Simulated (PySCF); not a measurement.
C4H2BrF, SMILES C#C/C=C(\F)Br. Heavy atoms are numbered as in [CH:1]#[C:2]/[CH:3]=[C:4](\[F:5])[Br:6]. Hydrogens are named by the atom that carries them.

The structure is a stationary point at PBE-D3(BJ)/def2-SVP. The structure was generated by enumeration; whether it is a known compound was not checked.

Method: B3LYP/pcSseg-1 in PySCF.

GIAO shieldings, no solvent; atoms alike by connectivity are averaged. δ = σ(ref) − σ: ¹³C against TMS (σ = 181.3 ppm); ¹⁹F against CFCl3 (σ = 161.7 ppm); ¹H against TMS (σ = 31.68 ppm), references at their B3LYP-D3(BJ)/def2-TZVP geometries, non-relativistic (without spin–orbit terms, shifts of atoms bonded to Cl or Br come out too high).

| atoms | nucleus | count | δ (ppm) |
|---|---|---|---|
| C4 | ¹³C | 1 | 183.8 |
| C3 (CH) | ¹³C | 1 | 104.9 |
| C1 (CH) | ¹³C | 1 | 97.8 |
| C2 | ¹³C | 1 | [?] |
| F5 | ¹⁹F | 1 | [?] |
| H on C3 | ¹H | 1 | 5.65 |
| H on C1 | ¹H | 1 | [?] |

**Question.** What belongs in the gaps? (An estimate is asked for; the answer gives what the named calculation found.)

**Answer.** 
- C2, δ (ppm): 78.6
- H on C1, δ (ppm): 4.00
- F5, δ (ppm): -49.6
